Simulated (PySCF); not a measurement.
Stationary points of VNBr₂

Computed with PBE0 in PySCF with V def2-SVP, N def2-SVP, Br def2-SVP; no relativity; density-fitted integrals.

Relaxations began from a few typed shapes. The search is not exhaustive: other isomers or separated fragments can lie lower, and high-lying points may rest on an excited occupation.

**Question.** Which is the lowest minimum found?
A. singlet Cs: V–Br 2.320 Å (×2), V–N 1.494 Å; Br–V–Br 125.2°, Br–V–N 110.2° (×2)
B. singlet C2v: V–Br 2.327 Å (×2), V–N 1.492 Å; Br–V–Br 136.5°, Br–V–N 111.7° (×2)

**Answer.** A. The others lie at 1.4 (singlet C2v, a saddle point) kJ/mol above it.

Formally V is in oxidation state +5, d0. The polar-tensor charge on V, 1.54, is far below the formal one.

For the lowest minimum: stability towards spin polarisation was not tested.
